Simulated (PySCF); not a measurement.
# Excitation energy of F by level of theory

F [He] 2s2 2p5 (2P) → F [He] 2s1 2p6 (2S), as a difference of total energies. Calculation: PySCF 2.14, in dyall-acv3z; no relativity, point nucleus. Correlated levels: valence: 1s2 frozen; valence and next inner shell: nothing frozen; virtual orbitals above 40 to 60 times the deepest correlated orbital energy dropped. The calculations carry no spin-orbit coupling.

| method | excitation energy (eV) |
| --- | --- |
| UHF | 23.862 |
| LDA | 18.241 |
| PBE | 18.894 |
| PBE0 | 20.151 |
| r2SCAN | 20.611 |
| TPSSh | 20.073 |
| r2SCANh | 20.888 |
| CAM-B3LYP | 19.808 |
| revPBE | 19.033 |
| MP2 (valence) | 21.893 |
| SCS-MP2 (valence) | 21.780 |
| MP2 (valence and next inner shell) | 21.827 |
| SCS-MP2 (valence and next inner shell) | 21.748 |

Task: How much does correlation contribute at MP2 (valence and next inner shell)?

Result: 21.827 − (23.862) = -2.035 eV, measured against UHF.

A first-order spin-orbit estimate (lowest level to lowest level, LS coupling) adds 0.017 eV.

The upper state lies above the first ionisation limit, where it may autoionise and the basis confines it.
